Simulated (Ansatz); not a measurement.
Consider the ligand exchange at the Si–O bond: `O[SiH](O)[SiH2]Cl` + H–F → `O[SiH](F)[SiH2]Cl` + H₂O.

Computed with Ansatz on PBE0-D4/def2-TZVP structures; ΔE is electronic, products minus reactants. CCSD(T)/CBS adds triple-zeta CCSD(T) − MP2 to the extrapolated MP2 energy (def2 sets, frozen cores). This one scheme is used for every species. DFT in def2-TZVPP. B3LYP here is the variant with VWN-RPA as its local correlation; programs differ in this. Each species was taken in one conformer, which may not be the lowest.

**Question.** Is it downhill or uphill in electronic energy at CCSD(T)/CBS, and by how much? (An estimate is asked.)

**Answer.** The calculation gave: Downhill: ΔE = -40.5 kJ/mol.

**Question.** What do these levels give: PBE-D4, B3LYP-D4, ωB97X-V, r2SCAN, SCS-MP2/def2-QZVPP, MP2/CBS(def2)? (An estimate is asked.)

**Answer.** Ansatz gave: PBE-D4 -39.7, B3LYP-D4 -41.6, ωB97X-V -41.7, r2SCAN -43.4, SCS-MP2/def2-QZVPP -41.1, MP2/CBS(def2) -38.6 kJ/mol.

Largest T1 diagnostic among the species: 0.012.

In def2-TZVPP, CCSD(T) changes the Hartree–Fock value by +7.5 kJ/mol (the triples alone add +1.1 kJ/mol) and MP2 by +9.4 kJ/mol. The D4 term adds +3.4 kJ/mol with B3LYP and +1.9 kJ/mol with PBE0; it sums over pairs of atoms, weighted by their polarisabilities, and B3LYP, whose exchange is more repulsive, gets the larger term.
